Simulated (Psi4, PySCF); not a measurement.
Relaxed torsion scan: SMILES B[SiH2]C#N. Scanned: dihedral H5–B1–Si2–C3; all other coordinates were relaxed at GFN2-xTB. Points at φ and −φ are mirror images. Heavy atoms are numbered in the order of the SMILES B[SiH2]C#N, hydrogens after them in the order of the atoms that carry them; the mirror image has the same energies with the sign of each dihedral reversed.

Methods: B3LYP-D3(BJ)/def2-TZVP // GFN2-xTB (Psi4); RKS-B3LYP/6-31G* = restricted B3LYP/6-31G*, spherical d // GFN2-xTB (PySCF 2.14.0); MP2/cc-pVTZ = DF-MP2 (frozen core)/cc-pVTZ // GFN2-xTB (Psi4 1.11).

Energies relative to the lowest point of each profile, in eV:

```
φ / °  B3LYP-D3(BJ)/def2-TZVP  RKS-B3LYP/6-31G*
-----  ----------------------  ----------------
-165                    0.004             0.004
-120                    0.037             0.036
-105                    0.041             0.041
-75                     0.041             0.041
-45                     0.026             0.025
-30                     0.013             0.012
30                      0.013             0.012
90                      0.042             0.043
105                     0.041             0.041
135                     0.027             0.025
165                     0.004             0.004
180                     0.000             0.000
```

Question: What does MP2/cc-pVTZ give at the same points?

Answer: -165: 0.003; -120: 0.030; -105: 0.033; -75: 0.033; -45: 0.021; -30: 0.011; 30: 0.011; 90: 0.034; 105: 0.033; 135: 0.022; 165: 0.003; 180: 0.000 (eV).
